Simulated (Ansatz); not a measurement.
AlCl2(SiH3) (AlSiH3Cl2). Charge 0, multiplicity 3. Geometry PBE0-D4/def2-SVP, that of the neutral singlet; atoms count from 1.

```xyz
7

Al   -0.778   -0.883   -0.535
Cl   -2.653   -1.347    0.290
Cl   -0.254   -1.903   -2.295
Si    0.692    0.765    0.479
H     2.122    0.448    0.178
H     0.493    0.802    1.960
H     0.378    2.119   -0.077
```

At PBE0-D4/def2-TZVP a singlet of charge 0 lies 4.34 eV below the triplet at the same geometry.

Q: Estimate the Mulliken populations from the PBE0/def2-TZVP orbitals of Ansatz.

A: 
| atom | charge (e) | spin (α − β) |
| --- | --- | --- |
| Al1 | 0.29 | 0.95 |
| Cl2 | -0.20 | 0.11 |
| Cl3 | -0.20 | 0.11 |
| Si4 | 0.00 | 0.67 |
| H5 | 0.04 | 0.03 |
| H6 | 0.04 | 0.04 |
| H7 | 0.03 | 0.09 |
Mulliken values depend strongly on the basis.

Q: Where does the spin sit?

A: Summed by element: Al 0.95, Cl 0.22, Si 0.67, H 0.16, of 2 unpaired in all. Largest on single atoms: Al1 0.95, Si4 0.67, Cl2 0.11.

Q: And the Mayer bond orders between heavy atoms (over 0.3)?

A: Al1–Cl2 1.18 (2.10 Å); Al1–Cl3 1.18 (2.10 Å); Al1–Si4 0.87 (2.43 Å).
